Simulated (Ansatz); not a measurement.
Harmonic frequencies (cm⁻¹) at PBE0-D4/def2-TZVP from Ansatz: 65, 158, 192, 367, 413, 720, 741, 751, 852, 968, 985, 1001, 1047, 1288, 1305, 1346, 1458, 1474, 1775, 3057, 3125, 3146, 3159, 3229.

Each molecule was computed in one conformer, which needn't be the lowest.

(1) Which molecule is it?
A. `[SiH3][SiH]1[SiH2]S1`
B. `C=NC(C)=S`
C. `CSC1C=N1`
D. `CC1=NCS1`

Answers

(1) C.
